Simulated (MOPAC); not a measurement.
MOPAC input (PM7):

```
PM7 FORCE THERMO(298,298) PRECISE LET CHARGE=-1 GEO-OK AUX(PRECISION=9) THREADS=1
C2H9N2Si

C    -1.43230663 1   -0.50075720 1   -1.11676454 1
Si   -0.01147579 1   -0.07119440 1    0.10714499 1
C     1.57994553 1   -0.34398489 1   -0.93893631 1
N    -0.06603919 1   -0.76437360 1    1.64245283 1
N    -0.12153275 1    1.75963179 1    0.36426471 1
H    -1.33108186 1   -1.52949795 1   -1.47468402 1
H    -2.39007198 1   -0.39692893 1   -0.59324421 1
H    -1.41363720 1    0.18599482 1   -1.96974415 1
H     1.63037752 1   -1.37651879 1   -1.29668219 1
H     2.45356386 1   -0.14106711 1   -0.30821987 1
H     1.58889069 1    0.33959738 1   -1.79460212 1
H    -0.01934572 1   -1.76116923 1    1.72794735 1
H    -0.97428799 1    1.96939555 1    0.87952915 1
H     0.64230296 1    2.05394776 1    0.96970874 1
```

From the output:

```
     H   14   0.750782   4.396809

          HEAT OF FORMATION =     -43.456298 KCALS/MOLE

          ZERO POINT ENERGY      64.061 KCAL/MOL

           NORMAL COORDINATE ANALYSIS (Total motion = 1 Angstrom)

   Root No.       1         2         3         4         5         6         7         8

                 1 A"      2 A"      1 A'      3 A"      2 A'      3 A'      4 A'      4 A"

                  83.1      98.9     100.6     184.3     207.5     248.4     288.7     290.2

           1   -0.0008   -0.0018   -0.0001   -0.0014    0.0053   -0.0109   -0.0257   -0.0287
           2    0.0036    0.0048    0.0019   -0.0046    0.0643   -0.0212   -0.0166    0.0151
           3   -0.0147   -0.0123    0.0045   -0.0416   -0.0132   -0.0411    0.0141   -0.0113
           4   -0.0026   -0.0042   -0.0003   -0.0034    0.0073   -0.0131   -0.0252   -0.0206
           5   -0.0021   -0.0033    0.0003   -0.0027   -0.0092    0.0164    0.0319   -0.0163
           6   -0.0000   -0.0000    0.0013   -0.0000    0.0082    0.0406   -0.0227   -0.0000
           7    0.0033    0.0042   -0.0018   -0.0049   -0.0637    0.0232    0.0222    0.0080
           8   -0.0016   -0.0029    0.0005   -0.0003    0.0096    0.0058    0.0211   -0.0315
           9    0.0148    0.0123    0.0046    0.0416   -0.0132   -0.0410    0.0143    0.0113
          10   -0.0010   -0.0074   -0.0043   -0.0221    0.0161   -0.0227    0.0258   -0.0050
          11   -0.0008   -0.0059    0.0054   -0.0174   -0.0204    0.0287   -0.0328   -0.0040
          12   -0.0000   -0.0000   -0.0063   -0.0001    0.0256    0.0149    0.0716   -0.0001
          13    0.0008    0.0078    0.0065    0.0461    0.0301    0.0314    0.0154    0.0355
          14    0.0006    0.0062   -0.0082    0.0365   -0.0381   -0.0398   -0.0194    0.0280
          15   -0.0000    0.0000   -0.0041    0.0001   -0.0082    0.0068   -0.0508    0.0001
          16    0.0088    0.0022    0.0035    0.0286    0.0484    0.0317   -0.0789    0.0019
          17   -0.0919    0.0745   -0.1301    0.0006    0.0930   -0.0265   -0.0358    0.0241
          18   -0.0767    0.0279   -0.0768   -0.0529   -0.0154   -0.0643    0.0271   -0.0193
          19   -0.0022   -0.0075    0.0010   -0.0042   -0.0543    0.0222    0.0143   -0.0496
          20    0.0010    0.0084   -0.0025   -0.0032    0.0861   -0.0327   -0.0317    0.0234
          21    0.0955   -0.0908    0.1581   -0.0598   -0.0246   -0.0763    0.0314   -0.0220
          22   -0.0105   -0.0009   -0.0055   -0.0327    0.0197   -0.0888   -0.0144   -0.0342
          23    0.1025   -0.0632    0.1368   -0.0061    0.0817   -0.0412   -0.0303    0.0224
          24   -0.0713    0.0249   -0.0698   -0.0541   -0.0162   -0.0645    0.0267   -0.0192
          25   -0.0876    0.0730    0.1260    0.0070   -0.1016    0.0186    0.0531    0.0238
          26    0.0296   -0.0149   -0.0332    0.0277   -0.0257   -0.0368    0.0686   -0.0037
          27    0.0766   -0.0277   -0.0765    0.0531   -0.0155   -0.0643    0.0274    0.0194
          28    0.0006    0.0063    0.0018   -0.0043   -0.0713    0.0268    0.0276    0.0114
          29   -0.0022   -0.0094   -0.0018   -0.0035    0.0726   -0.0290   -0.0214   -0.0537
          30   -0.0955    0.0908    0.1582    0.0598   -0.0244   -0.0762    0.0315    0.0219
          31    0.0972   -0.0616   -0.1318   -0.0136   -0.0840    0.0606    0.0328    0.0139
          32   -0.0339    0.0137    0.0369   -0.0305   -0.0005    0.0771    0.0070   -0.0385
          33    0.0714   -0.0249   -0.0701    0.0541   -0.0163   -0.0642    0.0268    0.0192
          34   -0.0508   -0.0899   -0.0085   -0.1142    0.0276   -0.0459    0.0923    0.3042
          35   -0.0402   -0.0711    0.0107   -0.0903   -0.0347    0.0580   -0.1166    0.2409
          36   -0.0001   -0.0002   -0.0049   -0.0002    0.0217    0.0217    0.0505    0.0005
          37    0.0974    0.1629    0.0068   -0.0889    0.0335    0.0358    0.0237    0.0889
          38   -0.0280   -0.0395   -0.0086    0.0804   -0.0418   -0.0450   -0.0283    0.0181
          39   -0.0396   -0.0598   -0.0085    0.0995   -0.0337   -0.0329   -0.1078    0.0358
          40   -0.0050   -0.0012    0.0068    0.0581    0.0330    0.0357    0.0223    0.0381
          41    0.1011    0.1675   -0.0085   -0.1048   -0.0422   -0.0451   -0.0295    0.0824
          42    0.0397    0.0601   -0.0085   -0.0997   -0.0336   -0.0329   -0.1078   -0.0355

   Root No.       9        10        11        12        13        14        15        16

                 5 A"      5 A'      6 A"      6 A'      7 A"      8 A"      7 A'      8 A'

                 299.0     635.1     670.2     733.4     766.0     790.7     815.2     825.4

           1   -0.0318    0.0956    0.0900    0.0111   -0.0033    0.0115   -0.0006    0.0041
           2    0.0207    0.0088   -0.0142    0.0112   -0.0133    0.0265   -0.0137   -0.0276
           3    0.0132    0.0015   -0.0006   -0.0208    0.0265    0.0170   -0.0225    0.0028
           4   -0.0335   -0.0207   -0.0514   -0.0135    0.0056   -0.0158   -0.0002    0.0016
           5   -0.0265    0.0262   -0.0407    0.0172    0.0044   -0.0125    0.0003   -0.0020
           6   -0.0001    0.0049   -0.0001   -0.0344    0.0000   -0.0000    0.0162   -0.0209
           7    0.0128   -0.0308    0.0068   -0.0135   -0.0137    0.0285    0.0136    0.0259
           8   -0.0357   -0.0910    0.0909   -0.0082   -0.0001    0.0052   -0.0025   -0.0103
           9   -0.0132    0.0014    0.0007   -0.0209   -0.0265   -0.0170   -0.0225    0.0029
          10    0.0819   -0.0154   -0.0036   -0.0080    0.0010    0.0071    0.0038   -0.0338
          11    0.0648    0.0197   -0.0029    0.0102    0.0008    0.0056   -0.0048    0.0427
          12    0.0001    0.0251    0.0000   -0.0018    0.0000    0.0000    0.0069    0.0291
          13    0.0123   -0.0128   -0.0055    0.0255    0.0001   -0.0036   -0.0043    0.0039
          14    0.0097    0.0162   -0.0043   -0.0324    0.0001   -0.0029    0.0055   -0.0049
          15    0.0000   -0.0297    0.0000    0.0902    0.0000   -0.0000   -0.0113    0.0094
          16   -0.0250    0.0725    0.1173   -0.1300    0.1917    0.0047   -0.0811    0.1127
          17    0.0450   -0.0040    0.0248   -0.0193    0.0303   -0.0315    0.0065    0.0311
          18    0.0234   -0.0032   -0.0017    0.0277   -0.0438   -0.0171    0.0300   -0.0159
          19   -0.0968    0.1279   -0.0232    0.0710   -0.0884    0.1797   -0.0862   -0.1528
          20    0.0439   -0.0108    0.0186   -0.0151    0.0227   -0.0415    0.0184    0.0345
          21    0.0239   -0.0015    0.0040    0.0242   -0.0343   -0.0217    0.0286   -0.0047
          22    0.0120    0.0667    0.1322    0.0838   -0.1096   -0.1666    0.1608    0.0566
          23    0.0454   -0.0055    0.0262   -0.0084    0.0133   -0.0449    0.0230    0.0284
          24    0.0213    0.0040    0.0091    0.0258   -0.0390   -0.0268    0.0348   -0.0033
          25    0.0381   -0.0130    0.0511    0.0485    0.0734   -0.0296    0.0123   -0.0561
          26   -0.0346   -0.0714    0.1084    0.1221    0.1795    0.0118    0.0804   -0.1025
          27   -0.0234   -0.0032    0.0019    0.0280    0.0442    0.0171    0.0302   -0.0162
          28    0.0205   -0.0192    0.0128   -0.0017    0.0017    0.0008    0.0018    0.0014
          29   -0.1042   -0.1267   -0.0269   -0.0725   -0.0913    0.1844    0.0880    0.1567
          30   -0.0240   -0.0015   -0.0040    0.0240    0.0341    0.0220    0.0288   -0.0044
          31    0.0470   -0.0104    0.0558   -0.0112   -0.0123   -0.0820   -0.0594   -0.0408
          32    0.0013   -0.0663    0.1227   -0.0835   -0.1098   -0.1519   -0.1513   -0.0486
          33   -0.0212    0.0041   -0.0088    0.0256    0.0388    0.0264    0.0344   -0.0034
          34   -0.1433   -0.0146    0.0373    0.0377   -0.0089   -0.0098   -0.0896    0.0896
          35   -0.1134    0.0187    0.0294   -0.0476   -0.0070   -0.0078    0.1132   -0.1132
          36   -0.0003    0.0245    0.0001   -0.0141   -0.0000   -0.0000    0.0287   -0.0011
          37   -0.0226   -0.0068    0.0209    0.0391   -0.0121    0.0165   -0.0003    0.0027
          38    0.0251    0.0084   -0.0045   -0.0348   -0.0028   -0.0021   -0.0016   -0.0015
          39    0.0614   -0.0653    0.0578    0.0423   -0.0450    0.0438   -0.0351    0.0142
          40    0.0194   -0.0065    0.0005    0.0248   -0.0056    0.0019    0.0016    0.0008
          41   -0.0277    0.0088    0.0216   -0.0461   -0.0112    0.0166    0.0000   -0.0030
          42   -0.0615   -0.0652   -0.0576    0.0423    0.0450   -0.0438   -0.0350    0.0142

   Root No.      17        18        19        20        21        22        23        24

                 9 A'     10 A'      9 A"     11 A'     10 A"     12 A'     11 A"     12 A"

                 865.8     988.7    1000.6    1047.0    1248.9    1258.2    1306.7    1311.9

           1   -0.0083    0.0084   -0.0077   -0.0023   -0.0326    0.0339    0.0007    0.0003
           2    0.0157   -0.0062   -0.0077    0.0021    0.0002   -0.0002   -0.0244   -0.0020
           3   -0.0148   -0.0011    0.0041    0.0120    0.0002   -0.0004   -0.0022    0.0240
           4    0.0244   -0.0228    0.0203    0.0103   -0.0029    0.0017    0.0006    0.0001
           5   -0.0309    0.0288    0.0161   -0.0129   -0.0023   -0.0022    0.0004    0.0001
           6    0.0049    0.0039    0.0000   -0.0514   -0.0000    0.0002    0.0000    0.0000
           7   -0.0133    0.0041   -0.0092   -0.0016   -0.0072   -0.0076   -0.0236   -0.0018
           8    0.0117   -0.0096   -0.0057    0.0027   -0.0317   -0.0330    0.0063    0.0008
           9   -0.0148   -0.0011   -0.0041    0.0121   -0.0003   -0.0005    0.0022   -0.0240
          10   -0.0370    0.0177   -0.0029   -0.0050    0.0011   -0.0019   -0.0005    0.0004
          11    0.0467   -0.0223   -0.0023    0.0063    0.0008    0.0024   -0.0004    0.0003
          12    0.0380   -0.0116   -0.0000    0.0643    0.0000    0.0012   -0.0000   -0.0000
          13    0.0004    0.0254   -0.0353    0.0078    0.0011   -0.0003   -0.0005   -0.0007
          14   -0.0004   -0.0320   -0.0279   -0.0099    0.0009    0.0004   -0.0004   -0.0006
          15   -0.0424   -0.0403   -0.0001    0.0068    0.0000   -0.0015   -0.0000   -0.0000
          16   -0.1155    0.0208    0.0400    0.0488    0.1386   -0.1442   -0.0341   -0.0562
          17   -0.0230    0.0062    0.0086    0.0069    0.0304   -0.0236    0.1633   -0.0995
          18    0.0202   -0.0031   -0.0065   -0.0098   -0.0455    0.0523    0.1181   -0.0256
          19    0.1020   -0.0373   -0.0370    0.0148    0.1480   -0.1375    0.0660    0.0024
          20   -0.0249    0.0095    0.0071   -0.0033   -0.0523    0.0498   -0.0323    0.0039
          21    0.0110   -0.0001    0.0016   -0.0029   -0.0031    0.0024    0.0133   -0.2184
          22    0.0248    0.0281    0.0057   -0.0733    0.1391   -0.1429   -0.0407    0.0496
          23   -0.0146    0.0080    0.0038   -0.0105    0.0297   -0.0218    0.1555    0.1201
          24    0.0121    0.0037    0.0012   -0.0170    0.0454   -0.0516   -0.1055   -0.0342
          25    0.0488   -0.0108    0.0175   -0.0179    0.0613    0.0560    0.1513   -0.1098
          26    0.1071   -0.0188    0.0369   -0.0458    0.1279    0.1348   -0.0705   -0.0319
          27    0.0205   -0.0032    0.0066   -0.0098    0.0458    0.0526   -0.1179    0.0253
          28    0.0008   -0.0007   -0.0016   -0.0003   -0.0170   -0.0169   -0.0162    0.0039
          29   -0.1050    0.0385   -0.0376   -0.0151    0.1560    0.1453    0.0716    0.0011
          30    0.0109   -0.0001   -0.0017   -0.0028    0.0033    0.0026   -0.0132    0.2184
          31    0.0084   -0.0142    0.0050    0.0270    0.0609    0.0542    0.1417    0.1282
          32   -0.0275   -0.0256    0.0046    0.0689    0.1287    0.1341   -0.0755    0.0207
          33    0.0121    0.0036   -0.0012   -0.0168   -0.0450   -0.0513    0.1057    0.0345
          34    0.0602   -0.0069   -0.0132   -0.2749   -0.0031    0.0051    0.0016   -0.0026
          35   -0.0760    0.0088   -0.0104    0.3471   -0.0024   -0.0065    0.0013   -0.0020
          36    0.0145   -0.0055   -0.0000    0.1174   -0.0000    0.0001    0.0000   -0.0000
          37   -0.0259   -0.0527    0.1404   -0.0001   -0.0039   -0.0025    0.0018    0.0030
          38    0.0244    0.0522   -0.0231    0.0027    0.0010    0.0018   -0.0007   -0.0012
```

The dipole moment of an ion depends on the origin.
